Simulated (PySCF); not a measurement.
**Correlation energy of Be (beryllium, neutral)**

[He] 2s1 3s1, high-spin 3S determinant (an excited configuration). Computed with PySCF 2.14 in dyall-av3z, with the spin-free X2C one-electron Hamiltonian (Gaussian nucleus). Frozen: 1s2; 2 electrons correlated; the 10 highest virtual orbitals of each spin left out.

With two correlated electrons CCSD is exact within the correlated space (frozen core and kept virtual orbitals).

```csv
level,correlation energy (mhartree)
CCSD,-5.05
```

Diagnostics: T1 = 0.018, D1 = 0.0358, largest double amplitude 0.063.

The outer electron is Rydberg-like, and this basis confines it to a smaller radius and binds it less than a complete one would.

Cost of the coupled-cluster step: of the order of 4 core-seconds, for 2 correlated electrons.
